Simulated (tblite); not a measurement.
Compound: C₈H₅FO₂.
Z-matrix (Å and degrees, GFN2-xTB geometry), rows numbered from 1:
```
O 
C   1  1.2019
C   2  1.4750  1  124.86
C   3  1.3960  2  119.51  1     0.10
C   4  1.3794  3  120.37  2  -179.98
C   5  1.3962  4  119.49  3     0.02
C   6  1.4669  5  121.96  4   179.94
O   7  1.1838  6  128.82  5  -179.89
F   7  1.3655  6  112.20  5     0.11
C   6  1.3979  5  120.33  4    -0.02
C  10  1.3787  6  119.89  5    -0.02
H   2  1.1075  1  121.38  3  -179.91
H   4  1.0797  3  118.43  2     0.03
H   5  1.0794  4  120.55  3   179.97
H  10  1.0797  6  118.81  5   179.99
H  11  1.0800  3  119.69  2    -0.04
```

Level: GFN2-xTB in tblite, geometry and Hessian alike; calculated harmonic values, unscaled, isolated species. Errors from tens to a few hundred cm⁻¹ against measured bands are possible. One conformer, not necessarily the lowest.

Harmonic wavenumbers (cm⁻¹): 51.0, 66.9, 122.7, 141.7, 226.2, 247.2, 314.0, 360.9, 433.7, 481.0, 511.5, 597.4, 629.8, 634.5, 704.4, 736.7, 815.9, 845.3, 872.3, 923.4, 929.9, 934.1, 971.0, 1023.6, 1130.0, 1173.5, 1190.6, 1243.2, 1258.3, 1329.8, 1368.6, 1412.8, 1459.2, 1565.4, 1585.9, 1752.7, 1826.8, 2769.9, 3085.8, 3095.4, 3099.9, 3104.5.

A = 3526, B = 571.6, C = 491.9 MHz; mass 152.027 u (most abundant isotopes); point group Cs, symmetry number 1.

What is the zero-point energy?

Half the sum of the wavenumbers: 23514 cm⁻¹ = 281.29 kJ/mol.

Entropy at 500 K, 1 bar (ideal gas, RRHO, classical rotation)?

Translation 182.26, rotation 132.65, vibration 189.68: S = 504.6 J/(mol K).

And Cp and H(500 K) − H(0)?

Cp = 222.31 J/(mol K), of which vibrations give 189.05 (their classical limit is 42 R = 349.2); H(500 K) − H(0) = 65.75 kJ/mol without the zero-point energy, 49.12 from vibrations.

How do the functions run with temperature in this model?

```csv
T (K),S (J/(mol K)),Cp (J/(mol K)),H − H(0) (kJ/mol),G − H(0) (kJ/mol),ln q(vib)
150,326.5,92.1,9.35,-39.62,2.71
250,383.0,132.9,20.58,-75.16,5.06
298.15,408.1,152.7,27.46,-94.20,6.19
400,458.5,191.1,45.02,-138.36,8.62
600,547.4,247.2,89.28,-239.17,13.34
900,658.0,296.5,171.59,-420.60,19.98
```

q(vib) and H(0) count from the zero-point level.

Which modes carry the vibrational entropy at 500 K?

51.0 cm⁻¹: 24.28; 66.9 cm⁻¹: 22.03; 122.7 cm⁻¹: 17.01; 141.7 cm⁻¹: 15.83; 226.2 cm⁻¹: 12.03; 247.2 cm⁻¹: 11.32 J/(mol K); the other 36 give 87.18 together.

What must be added to the electronic energy to get the Gibbs energy at 500 K and 1 bar?

ZPE + [H(500 K) − H(0)] − T·S = 281.29 + 65.75 − 252.29 = 94.75 kJ/mol.

Blend soft modes into free rotors: weight 1/[1 + (100 cm⁻¹/ν̃)⁴] for the oscillator and the rest for a rotor with moment μB/(μ + B), μ = h/(8π²ν), B = 10⁻⁴⁴ kg m². What vibrational entropy results?

175.70 J/(mol K) in place of 189.68, which changes −T·S at 500 K by +6.99 kJ/mol.

Hindered rotation and anharmonicity are outside this model. Other conformers, if any are populated, would add a mixing term that is left out.
